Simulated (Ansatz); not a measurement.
C$_{2}$H$_{5}$ClGe (`C=[CH][GeH2][Cl]`) at its PBE0-D4/def2-TZVP geometry, where that method's forces vanish. Total charge 0; spin multiplicity 1.

```xyz
9

C    -1.0513   -0.1529   -1.1537
C    -0.6573    0.4974   -0.0675
Ge    0.9356    0.0449    0.9270
Cl    1.8676   -1.6344   -0.0612
H    -1.9534    0.1286   -1.6890
H    -0.4893   -0.9922   -1.5522
H    -1.2468    1.3342    0.3022
H     1.9692    1.1810    0.9322
H     0.6258   -0.4064    2.3621
```

**Question.** What forces (eV/Å) does ωB97M-V/def2-TZVPP give on these atoms in the Gaussian-basis code of Ansatz? (Best estimate.)

**Answer.** Computed: 
```
C1  -0.020 -0.023 -0.044
C2  -0.038  0.047  0.016
Ge3  0.056  0.081  0.143
Cl4  0.006 -0.026 -0.023
H5   0.077 -0.019  0.051
H6  -0.041  0.070  0.039
H7   0.029 -0.073 -0.052
H8  -0.090 -0.094 -0.006
H9   0.020  0.036 -0.123
```
